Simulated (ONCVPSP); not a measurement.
**Plane-wave convergence, ONCV potential for magnesium**

ONCVPSP 4.0.1 input, shortened (lines: element, Z, core and valence counts, functional; n l f; lmax; l rc ep ncon nbas qcut; lloc lpopt rc5 dvloc0; l nproj debl; icmod fcfact rcfact), PW91, scalar-relativistic:

```
  Mg 12.00    3    2  -109134      upf
    1    0    2.00
    2    0    2.00
    2    1    6.00
    3    0    1.00
    3    1    1.00
    1
    0    1.95    0.00    3    7    3.00
    1    2.20    0.00    3    7    3.70
    4    5    1.30    0.00
    0    3    0.50
    1    2    0.80
    3    2.00    1.65
```

Q: For each optimised wave give the share of its norm inside rc, the residual kinetic energy above qcut (Ha) and the cutoffs (Ha) for errors of 10, 1, 0.1 and 0.01 mHa per electron.

A:

```csv
wave,norm inside rc,residual KE,10 mHa,1 mHa,0.1 mHa,0.01 mHa
3s,0.173,3.5e-04,2.1,3.8,8.5,31.8
s projector 2,0.140,9.0e-04,2.6,4.4,40.5,66.8
s projector 3,0.110,1.6e-03,3.1,5.3,60.8,97.0
3p,0.098,6.3e-06,0.7,1.2,1.8,4.4
p projector 2,0.253,1.7e-03,1.9,10.0,45.1,81.9
```

The occupied waves need 3.8 Ha and 8.5 Ha for 1 and 0.1 mHa. The cutoffs count occupied waves only; projector 2 of the p channel, the hardest unoccupied one, needs 10 Ha at the loose tolerance. Note: ghosts flagged at negative energy: s at -68.4 eV; GHOST(+) flagged for s at 572.1 eV. A true bound ghost makes a file unfit for plane-wave use.
